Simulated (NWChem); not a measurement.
Molecule: CH6O2Si2; SMILES C1O[SiH2]O[SiH2]1

```xyz
11

C     -1.4430     0.5170     0.0000
O     -1.1499    -0.8988     0.0000
Si     0.4539    -1.3556     0.0000
O      1.2599     0.1089     0.0000
Si     0.2490     1.4445     0.0000
H     -2.0515     0.7461     0.8834
H     -2.0515     0.7461    -0.8834
H      0.7913    -2.1391     1.2140
H      0.7913    -2.1391    -1.2140
H      0.4644     2.2813    -1.2094
H      0.4644     2.2813     1.2094
```
Atoms are numbered in this order, from 1.

Computed with NWChem. All runs use the structure optimised with B3LYP/6-31G* (spherical d). Level: M05-2X/def2-SVP with SMD (1 M gas to 1 M solution), gas-phase geometry. Reactions with the solvent are ignored.

Task: Estimate the computed values for solvent acetone. Quantities: solvation free energy (kcal/mol); cavity-dispersion-structure term (kcal/mol); dipole in solution (D).

Result: The solvation free energy (kcal/mol) comes out as -3.4, the cavity-dispersion-structure term (kcal/mol) is -0.8 and the dipole in solution (D) is 1.78.
